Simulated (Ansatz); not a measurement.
Reaction (formal exchange of groups at a P–O bond): `NP(O)S` + `C=C=C[SeH]` → `NP(S)[SeH]` + `C=C=CO`

Calculated with Ansatz (gas phase, PBE0-D4/def2-TZVP geometries, no zero-point term in ΔE). CCSD(T)/CBS adds triple-zeta CCSD(T) − MP2 to the extrapolated MP2 energy (def2 sets, frozen cores). DFT in def2-TZVPP. B3LYP here is the variant with VWN-RPA as its local correlation; programs differ in this. HSE06 is defined as in plane-wave codes. For Se outer-core shells are correlated without core-valence functions, which leaves a few kJ/mol of doubt a bond. Scalar relativity is left out up to krypton. One conformer a species, not always the lowest.

```json
{"level": "revPBE-D4", "ΔE (kJ/mol)": "31.9", "difference from CCSD(T)/CBS": "-18.2"}
{"level": "BLYP-D4", "ΔE (kJ/mol)": "37.7", "difference from CCSD(T)/CBS": "-12.4"}
{"level": "r2SCAN-D4", "ΔE (kJ/mol)": "41.9", "difference from CCSD(T)/CBS": "-8.2"}
{"level": "PBE0-D4", "ΔE (kJ/mol)": "39.1", "difference from CCSD(T)/CBS": "-11.0"}
{"level": "B3LYP-D4", "ΔE (kJ/mol)": "43.4", "difference from CCSD(T)/CBS": "-6.7"}
{"level": "r2SCAN0-D4", "ΔE (kJ/mol)": "45.9", "difference from CCSD(T)/CBS": "-4.2"}
{"level": "HSE06-D4", "ΔE (kJ/mol)": "38.6", "difference from CCSD(T)/CBS": "-11.5"}
{"level": "BHLYP-D4", "ΔE (kJ/mol)": "50.4", "difference from CCSD(T)/CBS": "0.3"}
{"level": "CAM-B3LYP-D4", "ΔE (kJ/mol)": "53.4", "difference from CCSD(T)/CBS": "3.3"}
{"level": "ωB97X-V", "ΔE (kJ/mol)": "53.0", "difference from CCSD(T)/CBS": "2.9"}
{"level": "ωB97M-V", "ΔE (kJ/mol)": "53.7", "difference from CCSD(T)/CBS": "3.6"}
{"level": "B2PLYP", "ΔE (kJ/mol)": "51.4", "difference from CCSD(T)/CBS": "1.3"}
{"level": "PBE", "ΔE (kJ/mol)": "33.6", "difference from CCSD(T)/CBS": "-16.5"}
{"level": "revPBE", "ΔE (kJ/mol)": "32.7", "difference from CCSD(T)/CBS": "-17.4"}
{"level": "BLYP", "ΔE (kJ/mol)": "40.4", "difference from CCSD(T)/CBS": "-9.7"}
{"level": "r2SCAN", "ΔE (kJ/mol)": "42.1", "difference from CCSD(T)/CBS": "-8.0"}
{"level": "PBE0", "ΔE (kJ/mol)": "40.4", "difference from CCSD(T)/CBS": "-9.7"}
{"level": "B3LYP", "ΔE (kJ/mol)": "46.0", "difference from CCSD(T)/CBS": "-4.1"}
{"level": "r2SCANh", "ΔE (kJ/mol)": "43.9", "difference from CCSD(T)/CBS": "-6.2"}
{"level": "r2SCAN0", "ΔE (kJ/mol)": "46.3", "difference from CCSD(T)/CBS": "-3.8"}
{"level": "HSE06", "ΔE (kJ/mol)": "40.0", "difference from CCSD(T)/CBS": "-10.1"}
{"level": "BHLYP", "ΔE (kJ/mol)": "54.0", "difference from CCSD(T)/CBS": "3.9"}
{"level": "CAM-B3LYP", "ΔE (kJ/mol)": "55.0", "difference from CCSD(T)/CBS": "4.9"}
{"level": "LC-ωPBE", "ΔE (kJ/mol)": "55.7", "difference from CCSD(T)/CBS": "5.6"}
{"level": "RPA@PBE/def2-TZVPP", "ΔE (kJ/mol)": "51.4", "difference from CCSD(T)/CBS": "1.3"}
{"level": "HF/def2-SVP", "ΔE (kJ/mol)": "39.0", "difference from CCSD(T)/CBS": "-11.1"}
{"level": "MP2/def2-SVP", "ΔE (kJ/mol)": "35.8", "difference from CCSD(T)/CBS": "-14.3"}
{"level": "CCSD/def2-SVP", "ΔE (kJ/mol)": "31.7", "difference from CCSD(T)/CBS": "-18.4"}
{"level": "CCSD(T)/def2-SVP", "ΔE (kJ/mol)": "29.4", "difference from CCSD(T)/CBS": "-20.7"}
{"level": "HF/def2-TZVPP", "ΔE (kJ/mol)": "61.1", "difference from CCSD(T)/CBS": "11.0"}
{"level": "MP2/def2-TZVPP", "ΔE (kJ/mol)": "58.4", "difference from CCSD(T)/CBS": "8.3"}
{"level": "SCS-MP2/def2-TZVPP", "ΔE (kJ/mol)": "58.9", "difference from CCSD(T)/CBS": "8.8"}
{"level": "CCSD/def2-TZVPP", "ΔE (kJ/mol)": "56.6", "difference from CCSD(T)/CBS": "6.5"}
{"level": "CCSD(T)/def2-TZVPP", "ΔE (kJ/mol)": "53.8", "difference from CCSD(T)/CBS": "3.7"}
{"level": "HF/def2-QZVPP", "ΔE (kJ/mol)": "62.6", "difference from CCSD(T)/CBS": "12.5"}
{"level": "MP2/def2-QZVPP", "ΔE (kJ/mol)": "56.8", "difference from CCSD(T)/CBS": "6.7"}
{"level": "SCS-MP2/def2-QZVPP", "ΔE (kJ/mol)": "57.8", "difference from CCSD(T)/CBS": "7.7"}
{"level": "HF/CBS(def2)", "ΔE (kJ/mol)": "62.9", "difference from CCSD(T)/CBS": "12.8"}
{"level": "MP2/CBS(def2)", "ΔE (kJ/mol)": "54.7", "difference from CCSD(T)/CBS": "4.6"}
{"level": "CCSD/CBS(def2)", "ΔE (kJ/mol)": "52.9", "difference from CCSD(T)/CBS": "2.8"}
{"level": "CCSD(T)/CBS", "ΔE (kJ/mol)": "50.1", "difference from CCSD(T)/CBS": "0"}
```

Largest T1 diagnostic among the species: 0.013.

From BLYP to BHLYP (50 % exact exchange), in def2-TZVPP and without D4, ΔE moves by +13.7 kJ/mol. At CCSD(T), def2-SVP lies −20.7 kJ/mol from the extrapolated value and def2-TZVPP +3.7 kJ/mol. Leaving LDA and LC-ωPBE aside and taking each functional with its dispersion term where it has one, the values spread over 21.8 kJ/mol, from revPBE-D4 to ωB97M-V.
